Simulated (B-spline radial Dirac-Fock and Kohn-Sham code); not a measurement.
**Relativistic shifts of the levels of Ru⁵⁺**

System: the Ru⁵⁺ ion in the configuration [Kr] 4d3.

Both columns are ΔSCF binding energies of the configuration average from a radial B-spline solver: non-relativistic Hartree-Fock with a point nucleus, and Dirac-Fock with a finite nucleus and the Coulomb interaction alone, averaged over the two j levels with weights 2j+1.

```tsv
shell	Hartree-Fock (eV)	Dirac-Fock (eV)	shift (eV)	shift (%)
1s	21665.9	22266.4	+600.55	+2.77
2s	3180.5	3323.5	+142.95	+4.49
2p	2935.0	2973.8	+38.80	+1.32
3s	646.8	674.8	+27.99	+4.33
3p	549.6	557.3	+7.69	+1.40
3d	371.3	366.6	-4.73	-1.27
4s	155.4	160.4	+5.00	+3.22
4p	122.3	123.4	+1.08	+0.89
4d	75.23	74.47	-0.76	-1.01
```

Relativity binds 1s, 2s, 2p, 3s, 3p, 4s, 4p more strongly, among those listed most of all 2s in relative terms, and 3d, 4d more weakly, because the contracted s and p shells screen the nucleus better.

Values without a named source are computed, but for edge energies of neutral atoms, which are taken from tables.
